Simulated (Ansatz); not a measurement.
`[O]=[Mo](=[O])([Cl])[Cl]` + `NC(F)=[Se]` → `[NH2][Mo](=[O])(=[O])[Cl]` + `FC(Cl)=[Se]` at 600 K and 1 bar (redistribution).

Calculated with Ansatz (gas phase, PBE0-D4/def2-TZVP geometries, no zero-point term in ΔE). CCSD(T)/CBS adds triple-zeta CCSD(T) − MP2 to the extrapolated MP2 energy (def2 sets, frozen cores). Elements past krypton have def2 core potentials. For Mo, Se outer-core shells are correlated without core-valence functions, which leaves a few kJ/mol of doubt a bond. Scalar relativity is left out up to krypton. One conformer a species, not always the lowest.

```json
{"species": "`[O]=[Mo](=[O])([Cl])[Cl]`", "CCSD(T)/CBS energy (Eh)": "-1138.21762", "H − E (kJ/mol)": "71.4", "S (J/(mol·K))": "402.6"}
{"species": "`NC(F)=[Se]`", "CCSD(T)/CBS energy (Eh)": "-2594.43937", "H − E (kJ/mol)": "132.5", "S (J/(mol·K))": "353.3"}
{"species": "`[NH2][Mo](=[O])(=[O])[Cl]`", "CCSD(T)/CBS energy (Eh)": "-734.32634", "H − E (kJ/mol)": "142.0", "S (J/(mol·K))": "420.1"}
{"species": "`FC(Cl)=[Se]`", "CCSD(T)/CBS energy (Eh)": "-2998.28219", "H − E (kJ/mol)": "57.2", "S (J/(mol·K))": "346.6"}
```

H − E and S are ideal-gas, rigid-rotor, harmonic terms from PBE0-D4/def2-TZVP, for one conformer and one mirror image of each species. 1 Eh = 2625.50 kJ/mol, R = 8.31446 J/(mol·K).

Task: By hand: ΔE, ΔH, ΔS and ΔG.

Result: ΔE = (-734.32634) + (-2998.28219) − (-1138.21762) − (-2594.43937) = 0.04846 Eh = 127.2 kJ/mol. Δ(H − E) = 142.0 + 57.2 − 71.4 − 132.5 = -4.7, so ΔH = 122.5 kJ/mol. ΔS = 420.1 + 346.6 − 402.6 − 353.3 = 10.8 J/(mol·K). ΔG = 122.5 − 600 × (10.8)/1000 = 116.0 kJ/mol.

Task: By hand: the equilibrium constant, and the temperature at which ΔG would vanish if ΔH and ΔS stayed fixed.

Result: log₁₀ K = −ΔG/(RT ln 10) = -10.1. ΔG = 0 at ΔH/ΔS = 11343 K, far beyond where these terms or the molecules hold.

The number of gas molecules stays the same, so ΔS is small and ΔH decides. A doubt of 5 kJ/mol in ΔE shifts log₁₀ K by 0.4 here. Other conformers and mirror images would add mixing entropy, several J/(mol·K) or more a flexible species. These are equilibria of isolated gas molecules and say nothing of rates. Largest T1 diagnostic: 0.024 (customary marks: 0.02 for closed shells, 0.045 for open ones).
